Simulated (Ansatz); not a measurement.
`[F][Sn]([SiH3])([Cl])[Cl]` + `OBCl` → `[SiH3]OBCl` + `[F][SnH]([Cl])[Cl]` at 298.15 K and 1 bar (cleavage of the Si–Sn bond).

Isolated molecules relaxed with PBE0-D4/def2-TZVP in Ansatz; ΔE leaves out vibrations. CCSD(T)/CBS is the MP2 limit (def2-TZVPP, def2-QZVPP) plus CCSD(T) − MP2 in def2-TZVPP, frozen cores. This one scheme is used for every species. def2 core potentials past Kr. For Sn outer-core shells are correlated without core-valence functions, which leaves a few kJ/mol of doubt a bond. Each species was taken in one conformer, which may not be the lowest.

| species | CCSD(T)/CBS energy (Eh) | H − E (kJ/mol) | S (J/(mol·K)) |
| --- | --- | --- | --- |
| `[F][Sn]([SiH3])([Cl])[Cl]` | -1524.38995 | 102.7 | 414.3 |
| `OBCl` | -561.03999 | 87.8 | 264.5 |
| `[SiH3]OBCl` | -851.35221 | 134.0 | 324.4 |
| `[F][SnH]([Cl])[Cl]` | -1234.09211 | 47.8 | 343.8 |

H − E and S are ideal-gas, rigid-rotor, harmonic terms from PBE0-D4/def2-TZVP, for one conformer and one mirror image of each species. 1 Eh = 2625.50 kJ/mol, R = 8.31446 J/(mol·K).

Q: By hand: ΔE, ΔH, ΔS and ΔG.

A: ΔE = (-851.35221) + (-1234.09211) − (-1524.38995) − (-561.03999) = -0.01438 Eh = -37.8 kJ/mol. Δ(H − E) = 134.0 + 47.8 − 102.7 − 87.8 = -8.7, so ΔH = -46.5 kJ/mol. ΔS = 324.4 + 343.8 − 414.3 − 264.5 = -10.6 J/(mol·K). ΔG = -46.5 − 298.15 × (-10.6)/1000 = -43.3 kJ/mol.

Q: By hand: the equilibrium constant, and the temperature at which ΔG would vanish if ΔH and ΔS stayed fixed.

A: log₁₀ K = −ΔG/(RT ln 10) = 7.6. ΔG = 0 at ΔH/ΔS = 4387 K, far beyond where these terms or the molecules hold.

The number of gas molecules stays the same, so ΔS is small and ΔH decides. A doubt of 5 kJ/mol in ΔE shifts log₁₀ K by 0.9 here. Other conformers and mirror images would add mixing entropy, several J/(mol·K) or more a flexible species. Modes under 60 cm⁻¹, often nearly free rotors, make the harmonic entropy too high. These are equilibria of isolated gas molecules and say nothing of rates. Largest T1 diagnostic: 0.013 (customary marks: 0.02 for closed shells, 0.045 for open ones).
